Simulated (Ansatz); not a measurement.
`[SiH3][NH][AlH][SeH]` and `[SiH3]NB[SeH]` differ in one element.

Ansatz, PBE0-D4/def2-TZVP geometries, multiplicity 1. Each molecule was computed in one conformer, which needn't be the lowest.

Scalar relativity is left out up to krypton.

| property | `[SiH3][NH][AlH][SeH]` |
| --- | --- |
| HOMO energy (PBE0/def2-TZVPP) / eV | -7.21 |
| HOMO–LUMO gap (B3LYP/def2-TZVPP) / eV | 6.09 |
| HOMO–LUMO gap (ωB97M-V/def2-TZVPP) / eV | 10.27 |
| LUMO energy (B3LYP/def2-TZVPP) / eV | -0.86 |
| size of the dipole moment (B3LYP/def2-TZVPP) / D | 1.59 |
| HOMO energy (ωB97M-V/def2-TZVPP) / eV | -9.35 |

Problem. What does the change do to each property? (An estimate is asked.)

Solution. Computed: 
```json
{"property": "HOMO energy (PBE0/def2-TZVPP) / eV", "`[SiH3]NB[SeH]`": "-7.02", "shift": "0.19"}
{"property": "HOMO–LUMO gap (B3LYP/def2-TZVPP) / eV", "`[SiH3]NB[SeH]`": "6.56", "shift": "0.47"}
{"property": "HOMO–LUMO gap (ωB97M-V/def2-TZVPP) / eV", "`[SiH3]NB[SeH]`": "10.86", "shift": "0.59"}
{"property": "LUMO energy (B3LYP/def2-TZVPP) / eV", "`[SiH3]NB[SeH]`": "-0.22", "shift": "0.64"}
{"property": "size of the dipole moment (B3LYP/def2-TZVPP) / D", "`[SiH3]NB[SeH]`": "1.91", "shift": "0.32"}
{"property": "HOMO energy (ωB97M-V/def2-TZVPP) / eV", "`[SiH3]NB[SeH]`": "-9.15", "shift": "0.20"}
```

With PBE0 the HOMO rises by 0.19 eV and the LUMO rises by 0.65 eV, so the gap widens by about 0.46 eV. PBE moves the HOMO by 0.16 eV and ωB97M-V by 0.20 eV. Dipoles are sizes alone; their direction can turn.

B3LYP here is the variant with VWN-RPA as its local correlation; programs differ in this.

Spin–orbit coupling is left out; it splits and shifts lone-pair levels of the heavy atoms by tenths of an eV.
